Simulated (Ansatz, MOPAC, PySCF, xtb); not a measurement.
Diatomic GeCl+, closed-shell singlet (lowest of 2S+1 = 1, 3, 5 at CCSD(T)/def2-TZVPP on PBE0 minima; our sources give no spin for the ground state, which may be another). No spin–orbit coupling. Ge is treated without relativity.

Constants: fifth-degree fit in 1/R to seven points, most abundant isotopes. Runs in def2 and cc sets follow the lowest solution found near the PBE0 minimum. The singlet is held restricted. HF and MP2 rows in def2 and cc sets belong to the determinant that coupled cluster picked by its CCSD energy.

Run with Ansatz (an electronic-structure program); MOPAC for AM1, PM3, PM6, PM7 (differences of heats of formation); PySCF for 3-21G rows, LANL2DZ rows, STO-3G rows; xtb for the GFN methods. Each number belongs to the level named beside it.

```tsv
level	r_e (Å)	ω_e (cm⁻¹)	α_e (cm⁻¹)	ω_e x_e (cm⁻¹)
AM1	2.010	491	0.00063	1.5
PM3	2.006	410	0.0014	3.4
PM6	2.096	408	0.00042	0.60
PM7	2.168	425	0.00044	0.86
GFN1-xTB	2.052	489	0.0010	1.6
GFN2-xTB	2.017	472	0.00084	0.48
HF/STO-3G	2.055	534	0.00044	0.82
HF/3-21G	2.165	460	0.00057	1.2
HF/def2-TZVPP	2.054	527	0.00065	1.4
HF/def2-QZVPP	2.052	524	0.00066	1.3
SVWN5/def2-TZVPP	2.055	506	0.00070	1.4
PBE/def2-TZVPP	2.082	487	0.00069	1.4
r2SCAN/def2-TZVPP	2.061	509	0.00068	1.4
B97M-V/def2-TZVPP	2.062	506	0.00070	1.4
B3LYP/LANL2DZ	2.181	427	0.00056	0.99
PBE0/def2-TZVPP	2.060	512	0.00067	1.4
BHLYP/def2-TZVPP	2.057	517	0.00066	1.4
CAM-B3LYP/def2-TZVPP	2.057	515	0.00066	1.3
wB97X-V/def2-TZVPP	2.051	525	0.00065	1.3
wB97M-V/def2-TZVPP	2.056	520	0.00065	1.3
B2PLYP/def2-TZVPP	2.068	504	0.00067	1.4
MP2/def2-TZVPP	2.053	525	0.00064	1.3
MP2/def2-QZVPP	2.044	526	0.00065	1.3
MP2/CBS(def2-TZVPP, def2-QZVPP)	2.038	528	0.00066	1.3
SCS-MP2/def2-TZVPP	2.058	521	0.00065	1.3
SCS-MP2/def2-QZVPP	2.049	521	0.00066	1.3
CCSD/def2-TZVPP	2.056	522	0.00065	1.3
CCSD/def2-QZVPP	2.047	524	0.00066	1.3
CCSD(T)/def2-TZVPP	2.062	514	0.00066	1.4
CCSD(T)/CBS(def2-TZVPP, def2-QZVPP)	2.047	519	0.00068	1.4
```

Correlated levels freeze the inner cores; with def2 sets outer-core shells near the valence are correlated too. CBS: X⁻³ extrapolation of the correlation energy, Hartree–Fock from the larger set. Rows in 3-21G, LANL2DZ, STO-3G carry no dispersion term and start afresh at each structure; the Pople sets are all-electron and without relativity. LANL2DZ brings its own core potentials from Na on. The state reached by AM1, PM3, PM6, PM7 isn't checked; PM7 holds dispersion and hydrogen-bond terms.
